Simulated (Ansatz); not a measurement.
`BPB(F)Cl` and `CCB(F)Cl` differ in one atom or group.

Ansatz, PBE0-D4/def2-TZVP geometries, multiplicity 1. Each molecule was computed in one conformer, which needn't be the lowest.

```json
{"property": "LUMO energy (ωB97M-V/def2-TZVPP) / eV", "`BPB(F)Cl`": "-0.03"}
{"property": "size of the dipole moment (ωB97M-V/def2-TZVPP) / D", "`BPB(F)Cl`": "0.90"}
{"property": "HOMO energy (PBE0/def2-TZVPP) / eV", "`BPB(F)Cl`": "-7.82"}
{"property": "size of the dipole moment (B3LYP/def2-TZVPP) / D", "`BPB(F)Cl`": "0.92"}
{"property": "ideal-gas entropy at 298 K and 1 bar (rigid rotor, harmonic PBE0-D4/def2-TZVP) / J/(mol·K)", "`BPB(F)Cl`": "344"}
{"property": "LUMO energy (PBE/def2-TZVPP) / eV", "`BPB(F)Cl`": "-2.91"}
```

Problem. What does the change do to each property? (An estimate is asked.)

Solution. The calculation gave: 
```csv
property,`CCB(F)Cl`,shift
LUMO energy (ωB97M-V/def2-TZVPP) / eV,1.66,1.69
size of the dipole moment (ωB97M-V/def2-TZVPP) / D,1.63,0.73
HOMO energy (PBE0/def2-TZVPP) / eV,-8.99,-1.17
size of the dipole moment (B3LYP/def2-TZVPP) / D,1.64,0.72
"ideal-gas entropy at 298 K and 1 bar (rigid rotor, harmonic PBE0-D4/def2-TZVP) / J/(mol·K)",336,-8
LUMO energy (PBE/def2-TZVPP) / eV,-1.46,1.45
```

With PBE0 the HOMO falls by 1.17 eV and the LUMO rises by 1.57 eV, so the gap widens by about 2.74 eV. PBE moves the HOMO by -0.75 eV and ωB97M-V by -1.42 eV. The zero-point energy changes by 90.3 kJ/mol with +6 modes. Dipoles are sizes alone; their direction can turn. Modes under 60 cm⁻¹, often nearly free rotors, make the harmonic entropy too high.

B3LYP here is the variant with VWN-RPA as its local correlation; programs differ in this.
